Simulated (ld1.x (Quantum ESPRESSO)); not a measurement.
# silver (Ag), TM: configuration errors across variants

| Property | Result |
| --- | --- |
| Element | Ag (Z = 47) |
| Generator | ld1.x (Quantum ESPRESSO) 7.5 |
| Type | norm-conserving Troullier–Martins (Kleinman–Bylander form) |
| Functional | LDA (PZ) |
| Relativity | scalar-relativistic |
| Frozen core | [Kr] |
| Valence charge | 11 |
| Reference configuration | 4d8 5s0 5p0 (charge +3) |
| Partial waves | 5s (bound, empty): rc 2.20 bohr; 5p (bound, empty): rc 1.95 bohr; 4d (bound): rc 1.45 bohr |
| Local potential | all-electron potential smoothed inside 1.15 bohr (lloc = -1) |
| Core correction | none |

All-electron excitation energies from the reference (eV): (1) 4d10 5s1 5p0 -66.919; (2) 4d10 5s0 5p0 -58.817; (3) 4d9 5s0 5p0 -36.434; (4) 4d10 5s0.5 5p0 -63.733; (5) 4d9 5s1 5p1 -58.347; (6) 4d7 5s0 5p0 51.927; (7) 4d10 5s0 5p1 -62.898; (8) 4d8 5s0 5p0 spin -0.698; (9) 4d10 5s1 5p0 spin -67.068.

Spin tests fill each open shell by Hund’s rule, majority spin first.

Tests that are not counted but printed errors over 1 eV. “local potential all-electron potential smoothed inside 0.88 bohr (lloc = -1)”: 4d9 5s1 5p1 (solver errors, printed error -4.7 eV); 4d10 5s1 5p0 (solver errors, printed error -3.5 eV); 1 more. “local potential all-electron potential smoothed inside 1.66 bohr (lloc = -1)”: 4d9 5s1 5p1 (pseudo-atom not self-consistent, printed error -76.2 eV). “local potential all-electron potential smoothed inside 1.94 bohr (lloc = -1)”: 4d9 5s1 5p1 (solver errors, printed error +3.3 eV); 4d10 5s1 5p0 (solver errors, printed error -2.2 eV); 2 more. “local potential all-electron potential smoothed inside 2.14 bohr (lloc = -1)”: 4d9 5s1 5p1 (solver errors, printed error -6.9 eV); 4d10 5s1 5p0 (solver errors, printed error -3.6 eV); 2 more. “local potential all-electron potential smoothed inside 2.40 bohr (lloc = -1)”: 4d10 5s1 5p0 (solver errors, printed error +2.0 eV); 4d10 5s1 5p0 (spin-polarised) (solver errors, printed error +2.4 eV).

A true bound ghost makes a file unfit for plane-wave use even where its test errors are small: the radial tests pick states by their node count and pass the ghost by. Where a test does run into it, the solver fails or the error is huge.

Errors AE − PS in meV (a dash: test not solved or not reliable):

```tsv
change	(1)	(2)	(3)	(4)	(5)	(6)	(7)	(8)	(9)	bound ghosts
base	+61	-111	-40	-17	+123	-81	-54	+523	+67	s, p
local potential all-electron potential smoothed inside 0.88 bohr (lloc = -1)	–	-107	-38	–	–	-79	-9.7	+523	–	s, p
local potential all-electron potential smoothed inside 1.20 bohr (lloc = -1)	+57	-112	-40	-20	+115	-82	-63	+523	+63	s, p
local potential all-electron potential smoothed inside 1.38 bohr (lloc = -1)	+32	-120	-42	-36	-53	-85	-482	+523	+37	s, p
local potential all-electron potential smoothed inside 1.66 bohr (lloc = -1)	-24	-144	-50	-77	–	-94	-2421	+523	-20	s, p
local potential all-electron potential smoothed inside 1.84 bohr (lloc = -1)	-161	-169	-57	-157	+94	-104	-28	+522	-165	s
local potential all-electron potential smoothed inside 1.94 bohr (lloc = -1)	–	-195	-65	–	–	-113	-63	+522	–	s
local potential all-electron potential smoothed inside 2.14 bohr (lloc = -1)	–	-229	-75	–	–	-124	-102	+521	–	s
local potential all-electron potential smoothed inside 2.40 bohr (lloc = -1)	–	-304	-96	–	+119	-146	-182	+520	–	none
local potential all-electron potential smoothed inside 2.52 bohr (lloc = -1)	-149	-341	-107	-237	+97	-157	-221	+520	-143	none
```

Q: Give the same row for: local potential all-electron potential smoothed inside 1.00 bohr (lloc = -1).

A: +104, -108, -39, +7.1, +174, -80, -24, +523, +112; bound ghosts: s, p.
